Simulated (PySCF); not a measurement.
## Redox energetics: diboron tetrafluoride

Molecule: diboron tetrafluoride, `FB(F)B(F)F` (B2F4). Non-hydrogen atoms are numbered in `[F:1][B:2]([F:3])[B:4]([F:5])[F:6]`.

Energies: ωB97X-D3(BJ)/ma-def2-TZVP (PySCF, density fitting, integration grid level 2) on PBE0-D3(BJ)/ma-def2-SVP structures. Thermal corrections: PBE0-D3(BJ)/ma-def2-SVP frequencies, unscaled, ideal gas at 298.15 K and 1 bar, quasi-RRHO entropy.

Frontier levels of the parent: HOMO -12.70 eV, LUMO -0.16 eV.

Vertical ionisation energy to the radical cation: 13.05 eV. The product does not keep its bonds on relaxation, so no adiabatic value is given.

Reduction to the radical anion:
| Item | Value |
| --- | --- |
| Vertical electron affinity (electronic) | 0.14 eV |
| Adiabatic electron affinity (with zero-point energy) | 0.68 eV |
| Adiabatic, electronic part | 0.62 eV |
| Vertical gap at the product's structure | 1.10 eV |
| Inner reorganisation energy (four-point) | 966 meV |
| Relaxation of product / of parent | 488 / 478 meV |
| ⟨S²⟩ of the product | 0.752 |
| Largest spin populations | B4 0.41, B2 0.41 |
| Largest changes of atomic charge | B4 -0.30, B2 -0.30, F6 -0.10, F3 -0.10 |
| Distances that move most (Å) | B2–B4 1.732 → 1.637; B4–F5 1.319 → 1.385; B4–F6 1.319 → 1.384; B2–F3 1.319 → 1.385 |

Hardware: 1 thread of Arm Neoverse V1, shared with other jobs. Command: `OMP_NUM_THREADS=1 python redox_run.py task.json out`. Structures, frequencies and single points: 9.9 min.
